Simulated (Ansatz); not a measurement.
`C=C[CH2][Ge]([F])([O]C)[O]C`, relaxed with RKS PBE-D4/def2-SVP in Ansatz from a rough embedded geometry. The force threshold is 0.03 eV/Å; the program also tests the step.

Total charge 0; spin multiplicity 1.

Start:

```xyz
20

C     2.441   -1.044   -0.383
C     2.249    0.291   -0.608
C     1.012    0.768   -1.302
Ge   -0.552    0.520   -0.027
F    -1.961    1.202   -0.888
O    -0.199    1.522    1.428
C    -1.343    1.389    2.274
O    -0.780   -1.189    0.382
C    -1.417   -1.767   -0.708
H     3.408   -1.296    0.100
H     1.774   -1.747   -0.685
H     2.983    1.025   -0.289
H     1.139    1.856   -1.565
H     0.821    0.207   -2.209
H    -1.157    1.985    3.171
H    -2.229    1.848    1.806
H    -1.489    0.346    2.579
H    -2.408   -1.356   -0.914
H    -1.538   -2.871   -0.497
H    -0.754   -1.689   -1.663
```

(1) How much energy does the relaxation release, and in how many steps? (An estimate is asked.)

(2) Which bonds change most? (Best estimate.)

(3) Give the relaxed structure. (Best estimate.)

Answers

(1) Computed: 18.23 kcal/mol, in 16 steps.

(2) Computed: C1–H11 from 1.015 to 1.103 Å; C3–Ge4 from 2.033 to 1.958 Å; C9–H20 from 1.165 to 1.117 Å; O8–C9 from 1.389 to 1.419 Å.

(3) Computed: 
```xyz
20

C     2.889   -0.914   -0.653
C     2.225    0.237   -0.441
C     1.054    0.713   -1.244
Ge   -0.596    0.633   -0.190
F    -1.925    1.337   -1.116
O    -0.355    1.543    1.312
C    -1.327    1.479    2.352
O    -1.170   -0.985    0.302
C    -1.639   -1.901   -0.674
H     3.728   -1.217   -0.008
H     2.619   -1.595   -1.478
H     2.522    0.885    0.403
H     1.152    1.777   -1.544
H     0.893    0.110   -2.160
H    -0.878    1.928    3.262
H    -2.244    2.057    2.097
H    -1.627    0.433    2.583
H    -2.482   -1.489   -1.275
H    -2.003   -2.808   -0.147
H    -0.836   -2.223   -1.380
```
